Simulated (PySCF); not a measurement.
# Two probes of the same atoms: core binding energy and nuclear shielding

C6H11OPS.
Numbering: `[CH3:1][S:2][CH2:3][P:4]1(=[O:5])[C:6]([CH3:7])=[C:8]1[CH3:9]`

Binding energies: delta-SCF UKS SCAN, pcX-2 on the ionised atom, pcseg-1 elsewhere, spin-free X2C in PySCF. Shieldings: GIAO B3LYP/pcSseg-1, non-relativistic, same geometry.

| atom | C 1s (eV) |
| --- | --- |
| C1 | 291.06 |
| C3 | 291.07 |
| C6 | 290.62 |
| C7 | 291.31 |

What are the absolute isotropic shieldings of these atoms?

```json
{"atom": "C6", "environment": "fully substituted alkene carbon", "C 1s (eV)": "290.62", "isotropic shielding (ppm)": "7.9"}
{"atom": "C1", "environment": "S-methyl carbon", "C 1s (eV)": "291.06", "isotropic shielding (ppm)": "158.2"}
{"atom": "C3", "environment": "sp3 carbon bound to sulfur", "C 1s (eV)": "291.07", "isotropic shielding (ppm)": "137.1"}
{"atom": "C7", "environment": "allylic carbon", "C 1s (eV)": "291.31", "isotropic shielding (ppm)": "166.6"}
```

Among the listed atoms, is the one with the highest binding energy also the least shielded?

No. The highest binding energy is at C7 (291.31 eV, shielding 166.6 ppm), the lowest shielding at C6 (7.9 ppm, 290.62 eV).

By binding energy: C6 < C1 ≈ C3 < C7. By shielding: C6 < C3 < C1 < C7.

Of atoms equivalent by bonding only the ionised one is listed; its partners' own values can differ in this conformer. The structure is a single PBE0-D3(BJ)/def2-SVP conformer in the gas phase; no vibrational or solvent corrections.

Shape of the structure used: `[CH3:1][S:2][CH2:3][P:4]1(=[O:5])[C:6]([CH3:7])=[C:8]1[CH3:9]`: C1–S2–C3–P4 46°, S2–C3–P4–O5 41°.
